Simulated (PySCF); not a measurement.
Computed shifts of a molecule F2H5NSi2, B3LYP/pcSseg-1 run with PySCF, GIAO, gas phase, equivalent atoms averaged, in ppm (number of nuclei): ²⁹Si: -43.5 (1), -59.6 (1). ¹⁹F: -151.2 (2). ¹⁵N: 34.6 (1). ¹H: 4.88 (3), 4.68 (1), 0.87 (1). References: ²⁹Si against TMS (σ = 338.7 ppm); ¹⁹F against CFCl3 (σ = 161.7 ppm); ¹⁵N against NH3 (σ = 265.5 ppm); ¹H against TMS (σ = 31.68 ppm), references at their B3LYP-D3(BJ)/def2-TZVP geometries, non-relativistic. Coordinates come from a PBE0-D3(BJ)/def2-SVP optimisation. Other conformers were not sampled.

Question: Which molecule gave these data?
A) N[SiH2][SiH](F)F
B) N[Si@@H](F)[SiH2]F
C) F[SiH](F)N[SiH3]
D) N[Si](F)(F)[SiH3]

Answer: C, F[SiH](F)N[SiH3]
